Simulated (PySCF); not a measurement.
All values below come from PySCF 2.14.0 with B3LYP-D3(BJ)/def2-TZVP. All species are isolated molecules in the gas phase. B3LYP has the VWN-RPA correlation part, as in Gaussian. 

Reference species (SMILES): `F[SiH](F)F` (neutral, multiplicity 1).

| Quantity | Value |
|---|---|
| dipole moment | 1.34 D |

Changed species: `F[SiH3]` (whole molecule; the reference has whole molecule).

Predict the effect on the dipole moment.

the dipole moment stays essentially unchanged.
